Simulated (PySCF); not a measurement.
**How methods differ on the excitation energy of Cl**

Cl [Ne] 3s2 3p5 (2P) → Cl [Ne] 3s1 3p6 (2S), as a difference of total energies. All numbers are calculated (PySCF 2.14, the non-relativistic Hamiltonian (point nucleus), in dyall-acv3z (19s12p6d4f, 113 functions)). Correlated levels: valence: [Ne] frozen; virtual orbitals above 40 to 60 times the deepest correlated orbital energy dropped. The calculations carry no spin-orbit coupling.

```tsv
method	excitation energy (cm⁻¹)
UHF	124310
MP2 (valence)	104670
SCS-MP2 (valence)	102720
CCSD (valence)	93247
CCSD(T) (valence)	85265
```

Errors of the correlated levels include the incompleteness of this basis and the frozen core.

The coupled-cluster amplitudes are large for the upper state (T1 above 0.03 or a double amplitude above 0.15), so a single reference is strained.

Problem. Which method comes closest to the reference value, and which is furthest?

Solution. The reference is 85385 cm⁻¹ (measured; NIST levels, between the centres of gravity of the two terms). Closest: CCSD(T) (valence) (error -119.78 cm⁻¹); furthest: UHF (error 38923 cm⁻¹).
